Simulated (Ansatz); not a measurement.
`[F][Ga]` + HCl → `[Cl][Ga]` + H–F at 298.15 K and 1 bar (ligand exchange at a Ga–F bond).

Isolated molecules relaxed with PBE0-D4/def2-TZVP in Ansatz; ΔE leaves out vibrations. CCSD(T)/CBS adds triple-zeta CCSD(T) − MP2 to the extrapolated MP2 energy (def2 sets, frozen cores). This one scheme is used for every species. For Ga outer-core shells are correlated without core-valence functions, which leaves a few kJ/mol of doubt a bond. Scalar relativity is left out up to krypton.

```
   species  CCSD(T)/CBS energy (Eh)  H − E (kJ/mol)  S (J/(mol·K))
 `[F][Ga]`              -2023.78416            12.8          227.9
       HCl               -460.38127            26.6          186.8
`[Cl][Ga]`              -2383.77894            11.8          240.2
       H–F               -100.39570            33.5          173.6
```

H − E and S are ideal-gas, rigid-rotor, harmonic terms from PBE0-D4/def2-TZVP. 1 Eh = 2625.50 kJ/mol, R = 8.31446 J/(mol·K).

Q: By hand: ΔE, ΔH, ΔS and ΔG.

A: ΔE = (-2383.77894) + (-100.39570) − (-2023.78416) − (-460.38127) = -0.00921 Eh = -24.2 kJ/mol. Δ(H − E) = 11.8 + 33.5 − 12.8 − 26.6 = 5.9, so ΔH = -18.3 kJ/mol. ΔS = 240.2 + 173.6 − 227.9 − 186.8 = -0.9 J/(mol·K). ΔG = -18.3 − 298.15 × (-0.9)/1000 = -18.0 kJ/mol.

Q: By hand: the equilibrium constant, and the temperature at which ΔG would vanish if ΔH and ΔS stayed fixed.

A: log₁₀ K = −ΔG/(RT ln 10) = 3.2. ΔG = 0 at ΔH/ΔS = 20333 K, far beyond where these terms or the molecules hold.

The number of gas molecules stays the same, so ΔS is small and ΔH decides. A doubt of 5 kJ/mol in ΔE shifts log₁₀ K by 0.9 here. These are equilibria of isolated gas molecules and say nothing of rates. Largest T1 diagnostic: 0.016 (customary marks: 0.02 for closed shells, 0.045 for open ones).
